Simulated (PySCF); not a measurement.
**Ce²³⁺: ionisation energy**

Ce²³⁺ [Ar] 3d10 4s2 4p5 [4p1/2^2 4p3/2^3, M_J = 3/2] → Ce²⁴⁺ [Ar] 3d10 4s2 4p4 [4p1/2^2 4p3/2^2, M_J = 2], as a difference of total energies. Calculation: PySCF 2.14, in an uncontracted even-tempered set (17 s from 1.7 bohr⁻², ratio 2.8; 14 p from 2.2 bohr⁻², ratio 2.8; 9 d from 3.8 bohr⁻², ratio 2.8; 4 f from 12 bohr⁻², ratio 3); the two-component X2C-1e Hamiltonian. Correlated levels: [Ne] frozen; the 90 highest virtual spinors dropped. "Screened" scales the spin-orbit matrix elements by Boettger's factors to mimic the two-electron term; Breit and QED terms are absent.

```csv
method,ionisation energy (eV)
GHF (screened spin-orbit),782.26
GMP2 (screened spin-orbit),783.58
```

Question: How much does correlation contribute at GMP2 (screened spin-orbit)?

Answer: 783.58 − (782.26) = 1.32 eV, measured against GHF (screened spin-orbit).

Breit and QED terms and the two-electron picture change are absent.

The labels give the starting determinants; with spin-orbit coupling the two ends relaxed to ⟨J²⟩ = 3.75, ⟨L²⟩ = 2.03, ⟨S²⟩ = 0.78 and ⟨J²⟩ = 6.01, ⟨L²⟩ = 3.06, ⟨S²⟩ = 1.50.

For comparison: 785 ± 4 eV (theoretical estimate listed by NIST; NIST Atomic Spectra Database, ionization energies).
